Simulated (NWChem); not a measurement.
C5H3NO; SMILES N#Cc1ccoc1

Program: NWChem. Pople sets run with spherical d functions. STO-3G and 3-21G are far too small for this property and stand as cheap habits. The geometry was optimised at PBE0/def2-SVP. Vertical excitations in the gas phase; the lowest state need not have the same character in each row.

| level | basis functions | lowest excitation, singlet (eV) | oscillator strength of that lowest state | orbital gap (eV) |
|---|---|---|---|---|
| PBE/3-21G, TDA | 69 | 5.87 | 0.023 | 4.80 |
| PBE/6-31G*, TDA | 104 | 5.60 | 0.023 | 4.55 |
| PBE/def2-SVP, TDA | 113 | 5.62 | 0.023 | 4.56 |
